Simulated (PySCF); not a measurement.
Compound: C2H8FPSi2.
SMILES with atom numbers: `[F:1][C@@H:2]1[CH2:3][SiH2:4][PH:5][SiH2:6]1` (hydrogens: H7 on C2; H8, H9 on C3; H10, H11 on Si4; H12 on P5; H13, H14 on Si6)

Cartesian coordinates in Å at the GFN2-xTB level; atoms count from 1:
```xyz
14
C2H8FPSi2 angstrom
F     -0.276    1.125    1.678
C      0.154    1.223    0.354
C     -0.968    0.757   -0.555
Si    -1.235   -1.132   -0.369
P      0.882   -1.903   -0.375
Si     1.720    0.098    0.182
H      0.371    2.287    0.208
H     -0.688    0.989   -1.583
H     -1.881    1.311   -0.332
H     -1.949   -1.657   -1.534
H     -1.959   -1.437    0.866
H      0.857   -2.409    0.910
H      2.532    0.610   -0.925
H      2.438    0.136    1.452
```

Jobs on this species (14 atoms, 72 electrons) with PySCF (density fitting). Hardware of each: AMD EPYC 9R45, one thread (shared host). Times come from a shared host and carry two figures at best. Peak memory is the resident size of the whole Python process, interpreter and libraries included.

| level and settings | work | basis functions | SCF cycles | wall time | peak memory |
| --- | --- | --- | --- | --- | --- |
| KT2/Sadlej pVTZ, start guess huckel | spin–spin couplings from 14 perturbed nuclei, spin–dipole term for 4 of them | 240 | ? | ? | ? |
| PBE0/cc-pVDZ, damping 0.3 at the start, DIIS from the seventh cycle | spin–spin couplings from 14 perturbed nuclei, spin–dipole term for 4 of them | 136 | ? | ? | ? |
| PBE/6-31++G** | 6 singlets by full TDDFT, polarisability | 168 | 14 | 23 s | 0.57 GiB |
| BHandHLYP/def2-SVPD, IEF-PCM dichloromethane, energy threshold 1e-08 Eh, fitting basis def2-qzvpp-jkfit | 25 singlets by full TDDFT, polarisability | 199 | 9 | 27 s | 0.84 GiB |

**Question.** Fill in the missing figures.

**Answer.** 
- KT2/Sadlej pVTZ, start guess huckel; spin–spin couplings from 14 perturbed nuclei, spin–dipole term for 4 of them: 54 s, 0.74 GiB, 15 SCF cycles
- PBE0/cc-pVDZ, damping 0.3 at the start, DIIS from the seventh cycle; spin–spin couplings from 14 perturbed nuclei, spin–dipole term for 4 of them: 22 s, 0.76 GiB, 13 SCF cycles

**Question.** What do all jobs in the table cost together?

**Answer.** About 2.1 min; the longest takes about 43 % of that, and about 2.5 times as long as the shortest.
